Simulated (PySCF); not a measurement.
A PySCF script (with the pyscf-properties extension) for the NMR shieldings of `CS(=O)(=O)/C=C/B(F)F`, C3H5BF2O2S, on a GFN2-xTB geometry:

```python
import basis_set_exchange as bse
import numpy as np
from pyscf import gto, dft
from pyscf.prop import nmr

atoms = """
C    -2.269721   -0.452914   -0.273044
S    -1.138916    0.644166    0.626891
O    -0.961473    0.140715    1.959041
O    -1.581715    1.999735    0.459724
C     0.412572    0.448419   -0.272250
C     1.453774   -0.114201    0.324516
B     2.852390   -0.308021   -0.334441
F     3.093806    0.023634   -1.585297
F     3.876872   -0.827179    0.301430
H    -2.347426   -0.097265   -1.291855
H    -1.867769   -1.456349   -0.227895
H    -3.234600   -0.407850    0.216881
H     0.416152    0.852891   -1.270057
H     1.295377   -0.446253    1.344189
"""
names = dict.fromkeys(["C", "S", "O", "B", "F", "H"], "pcSseg-1")
basis = {el: gto.basis.parse(bse.get_basis(n, elements=[el], fmt="nwchem")) for el, n in names.items()}
mol = gto.M(atom=atoms, basis=basis, charge=0, verbose=0)
mf = dft.RKS(mol, xc="PBE0")
mf.grids.level = 2
mf.grids.alignment = dft.numint.BLKSIZE   # the property module wants whole blocks of grid points
mf.conv_tol = 1e-9
mf.kernel()

calc = nmr.RKS(mf)   # GIAO
C = mf.mo_coeff
Co = C[:, mf.mo_occ > 0]
resp = mf.gen_response(singlet=True, hermi=2)
def vind(x):   # induced exchange potential for any number of trial vectors
    d = np.einsum("pi,xij,qj->xpq", C, 2 * x.reshape(-1, C.shape[1], Co.shape[1]), Co, optimize=True)
    return np.einsum("xpq,pi,qj->xij", resp(d - d.transpose(0, 2, 1)), C, Co, optimize=True).ravel()
mo1, _ = nmr.rhf.solve_mo1(calc, with_cphf=vind)
sigma = calc.kernel(mo1)
for i, s in enumerate(sigma):   # ppm
    w = np.linalg.eigvalsh((s + s.T) / 2)
    print("%2d %-2s iso %8.1f  s11 %8.1f  s22 %8.1f  s33 %8.1f" % (i, mol.atom_pure_symbol(i), w.mean(), *w))
```

**Question.** Give the expected output.

**Answer.** 
```
 0 C  iso    139.1  s11    110.3  s22    119.5  s33    187.4
 1 S  iso    216.7  s11     55.9  s22    201.4  s33    392.8
 2 O  iso    141.0  s11     85.1  s22    124.9  s33    212.9
 3 O  iso    123.8  s11     61.5  s22    101.7  s33    208.1
 4 C  iso     18.6  s11    -96.8  s22     38.1  s33    114.5
 5 C  iso     52.4  s11    -59.3  s22     36.7  s33    179.9
 6 B  iso     77.4  s11     68.4  s22     80.7  s33     82.9
 7 F  iso    254.5  s11     84.3  s22    301.4  s33    377.9
 8 F  iso    242.5  s11     77.8  s22    285.6  s33    364.2
 9 H  iso     29.1  s11     26.2  s22     27.4  s33     33.7
10 H  iso     29.5  s11     26.4  s22     28.1  s33     33.9
11 H  iso     28.7  s11     26.0  s22     26.6  s33     33.5
12 H  iso     24.4  s11     20.7  s22     23.9  s33     28.5
13 H  iso     24.8  s11     21.3  s22     23.0  s33     30.1
```

These numbers come from an equivalent density-fitted implementation of the same equations, which agrees with the script to about 0.01 ppm for H and up to a few tenths of a ppm for heavy atoms, so last digits may differ.

Size and cost of the density-fitted run: 185 basis functions, 34 s wall time on 1 thread of an x86-64 server CPU, shared host.
